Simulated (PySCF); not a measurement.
Ionisation energy of Si⁸⁺ by level of theory

Si⁸⁺ [He] 2s2 2p2 (3P) → Si⁹⁺ [He] 2s2 2p1 (2P), as a difference of total energies. Calculation: PySCF 2.14, in an uncontracted even-tempered set (18 s from 0.72 bohr⁻², ratio 2.2; 11 p from 0.94 bohr⁻², ratio 2.2; 6 d from 5.3 bohr⁻², ratio 2.4; 5 f from 8 bohr⁻², ratio 2.4; 5 g from 12 bohr⁻², ratio 2.4); the non-relativistic Hamiltonian (point nucleus). Correlated levels: nothing frozen; virtual orbitals above 40 to 60 times the deepest correlated orbital energy dropped. The calculations carry no spin-orbit coupling.

| method | ionisation energy (eV) |
| --- | --- |
| UHF | 351.21 |
| LDA | 351.53 |
| PBE | 351.62 |
| PBE0 | 351.75 |
| r2SCAN | 352.46 |
| B2PLYP | 351.82 |
| BP86 | 351.67 |
| MP2 (all electrons) | 351.54 |
| SCS-MP2 (all electrons) | 351.29 |

Problem. How much does correlation contribute at MP2 (all electrons)?

Solution. 351.54 − (351.21) = 0.33 eV, measured against UHF.

A first-order spin-orbit estimate (lowest level to lowest level, LS coupling) adds -0.043 eV.

These non-relativistic numbers lack the scalar-relativistic shift.

For comparison: 351.28 ± 0.06 eV (semi-empirical (NIST evaluation); NIST Atomic Spectra Database, ionization energies).
